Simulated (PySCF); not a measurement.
**Assignment exercise: C6H7NO2Si**

Bonds (- single, = double, # triple, : aromatic): C1-C2, C2=O3, C2-C4, C4=C5, C5-Si6, Si6-C7, C7#N8, Si6-C9, C9=O10. C1 carries H11, H12, H13; C4 carries H14; C5 carries H15; Si6 carries H16; C9 carries H17. Stereochemistry as in CC(=O)/C=C/[Si@@H](C#N)C=O.

[PySCF 2.14: NMR shieldings at PBE0/pcSseg-1/GIAO; GFN2-xTB geometry; fast rotation and ring inversion assumed for equivalent nuclei; no solvent; non-relativistic Hamiltonian; one computed conformer]

Scale: 13C and 1H against TMS (reference shieldings calculated alike).

(1) Assign these signals to the numbered atoms. 13C{1H} NMR (computed): δ 242.9 (CH), 198.1 (C), 154.2 (CH), 135.6 (CH), 121.8 (C), 34.3 (CH3).

(2) Assign these signals to the numbered atoms. 1H NMR (300 MHz, computed): δ 12.23 (d, 1H), 7.81 (d, 1H), 7.25 (m, 1H), 4.81 (m, 1H), 2.37 (s, 3H).

Answers

(1) 
| δ (ppm) | atoms | environment | reason |
| --- | --- | --- | --- |
| 242.9 | C9 | carbonyl carbon | – |
| 198.1 | C2 | ketone carbonyl carbon | the double bond to the heteroatom, with no lone-pair donor beside it, deshields it most |
| 154.2 | C4 | α carbon of a C=C–C=O unit | an sp2 carbon of a C=C bond |
| 135.6 | C5 | β carbon of a C=C–C=O unit | conjugation with the carbonyl draws π density from the β position |
| 121.8 | C7 | nitrile carbon | C≡N carbons fall here, among the sp2 signals but without a proton |
| 34.3 | C1 | methyl carbon α to a carbonyl | α to the electron-withdrawing carbonyl group |

(2) 
12.23 → H17, hydrogen on a carbonyl carbon
7.81 → H14, hydrogen on an α carbon of a C=C–C=O unit: attached to an sp2 carbon and in the plane of the double bond
7.25 → H15, hydrogen on a β carbon of a C=C–C=O unit: a vinylic proton, deshielded by the sp2 carbon and the C=C anisotropy
4.81 → H16, hydrogen on a silicon bonded to 3 C
2.37 → H11/H12/H13, hydrogen on a methyl carbon α to a carbonyl: α to C=O

Shifts are as computed. Against solution values, carbons near 30 ppm lie about +3 ppm off and those near 130 ppm about +5 ppm. Of 1309 compounds with measured shifts, 239 miss one by over three times the rms of a fit or turn the order of signals round; such compounds aren't used in these exercises. No couplings were computed; multiplicities are counted from neighbouring protons, with m where these are inequivalent, close in shift, in a saturated or five-membered ring or joined by F or P, and br s for small geminal =CH2 splittings.
